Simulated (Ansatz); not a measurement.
A run for Ansatz (a quantum-chemistry and plane-wave program): R-PBE0/def2-TZVPPD on C3H6 (a complex), monomers drawn apart or pushed together. Files ending in .json are basis or fitting sets from the Basis Set Exchange.

Ansatz 0.2 input:
```yaml
crystal:
  periodic: [false, false, false]
  atoms:
    - {symbol: C, position_ang: [0.00926077, 0.21161244, -0.50701010]}
    - {symbol: H, position_ang: [0.16021854, 0.30764219, -1.58107775]}
    - {symbol: H, position_ang: [0.96679550, 0.02278419, -0.02334585]}
    - {symbol: H, position_ang: [-0.42017760, 1.13605061, -0.12175166]}
    - {symbol: H, position_ang: [-0.66928064, -0.61880942, -0.31363252]}
    - {symbol: C, position_ang: [0.12393133, -0.31939614, 4.13743686]}
    - {symbol: C, position_ang: [-0.14730391, -0.15059720, 2.98388845]}
    - {symbol: H, position_ang: [0.36778388, -0.46965307, 5.16075441]}
    - {symbol: H, position_ang: [-0.38694342, -0.00098370, 1.95932870]}
basis:
  gaussian:
    orbitals: def2-TZVPPD.json
hamiltonian:
  xc: {name: PBE0}
scf: {lower_state_search: off}
```

Output:

```
WARN ansatz: RAYON_NUM_THREADS=2 ignored (pool sized by the plan → 2); use --threads N
Functional definition: PBE0
these checks for a lower state are left out or cut short: stability, starts, cluster_reference, orbital_swaps, neighbouring_geometries, increment
integrals: 0.07 GiB planned
876 factors; their error is unknown
mean field: 0.86 GiB planned
mean field evaluation 1: about -3195.4483 eV, gradient 6.0e1 eV
mean field evaluation 2: about -3195.1128 eV, gradient 5.8e1 eV
mean field evaluation 4: about -3203.6755 eV, gradient 1.4e0 eV
mean field evaluation 8: about -3203.6779 eV, gradient 1.1e-2 eV
mean field evaluation 16: about -3203.6690 eV, gradient 4.7e-6 eV
mean field -3203.66899217 eV, -117.7326639373 hartree, gradient 4.7e-6 eV, S^2 0.000000; 0 other end points of the search recorded, 0 dependent functions left out
reference -3203.66902260 eV, -117.7326650557 hartree; 12, 12 occupied and 201, 201 virtual orbitals, 876 factors
Total energy: -3203.66902260 eV, -117.7326650557 hartree
Checks for a lower state left out: stability, starts, cluster_reference, orbital_swaps, neighbouring_geometries, increment
```

Self-consistency was reached.

Cost: around 3 core-seconds (rough).
